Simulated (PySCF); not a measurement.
Molecule: SMILES [SiH2](F)[SiH2][SiH2]Cl. Atoms near the plane z = 1.5 Å, at the PBE0/def2-SVP optimised geometry (x, y, z in Å): Si1 (0.0, 1.2, 0.0), F2 (-0.5, 2.8, 0.0), Si3 (-0.9, 0.1, 1.9), Si4 (-0.5, -2.2, 1.6), Cl5 (1.4, -2.3, 0.7), H6 (1.5, 1.2, 0.0), H8 (-2.3, 0.4, 2.1), H9 (-0.1, 0.6, 3.1), H10 (-1.5, -2.8, 0.7), H11 (-0.4, -3.0, 2.8).

Computed with PBE0/def2-TZVP in PySCF. Cells within 0.4 Å of a nucleus heavier than hydrogen are left out (blank, or x). The values are rescaled to run from 0 to 1.

```
|000000000000000000000000000|
|000000000000000000000000000|
|000000000000000000000000000|
|000000000000000000000000000|
|000000000000000000000000000|
|000000000000000000000000000|
|000000000000000000000000000|
|000000000000000000000000000|
|000000000000000000000000000|
|000000000000000000000000000|
|000000001000000000000000000|
|000000111011000000000000000|
|000000100099500000000000000|
|000000110199900000000000000|
|000000011036100000000000000|
|000000000000000000000000000|
|000000000000001111100000000|
|000000000003811111110000000|
|00000000013xx90111110000000|
|00000000103xx90111110000000|
|000000001009940111110000000|
|000000000100111111110000000|
|000000000011100111000000000|
|000000000000000000000000000|
|000000000000000000000000000|
|000000000000000000000000000|
|000000000000000000000000000|
```
Scale: ten equal steps from 0.000 (start of '0') to 1.00 (end of '9'), in the order '0123456789'; x runs from -5.00 to 5.00, y from -5.00 (bottom) to 5.00 (top).

Problem. Which quantity is mapped?
A) electrostatic potential
B) deformation density (molecule minus spherical neutral atoms)
C) electron localisation function
D) Laplacian of the electron density

Solution. D, Laplacian of the electron density. In full: Laplacian of the electron density (e/bohr⁵), clipped to [-1.50, 1.50].
